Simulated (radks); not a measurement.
Effect of the nuclear size on the technetium ion Tc2+, [Kr] 4d5. Method: Dirac Kohn-Sham, PBE, spin-unpolarised, spherical densities, finite nucleus; open shells are shared between the two j in proportion to 2j + 1; Fermi nuclear charge, rms radius 4.4112 fm; computed with a radial shooting solver on a logarithmic mesh with Libxc functionals. The rms radius is varied about that value; shifts are against it.

| rms radius (fm) | total energy shift (eV) | density at nucleus (e/bohr^3) | 1s1/2 shift (meV) | 2s1/2 shift (meV) | 4s1/2 shift (meV) | 5s1/2 (empty) shift (meV) |
|---|---|---|---|---|---|---|
| 3.7716 | -0.452 | 1.019e+05 | -191 | -20.6 | -0.637 | -0.088 |
| 4.1774 | -0.173 | 1.008e+05 | -72.9 | -7.87 | -0.243 | -0.033 |
| 4.4112 | 0 | 1.001e+05 | 0.000 | 0.000 | 0.000 | 0.000 |
| 4.7465 | 0.262 | 9.932e+04 | 111 | 12.0 | 0.369 | 0.051 |
| 5.0993 | 0.556 | 9.852e+04 | 235 | 25.4 | 0.783 | 0.108 |

Slopes of the eigenvalues against <r^2> in GHz/fm^2, as finite differences over the two radii next to the reference (eigenvalue slopes, not the field-shift constants of lines): 1s1/2 8730, 2s1/2 944, 4s1/2 29.1, 5s1/2 (empty) 4.01.
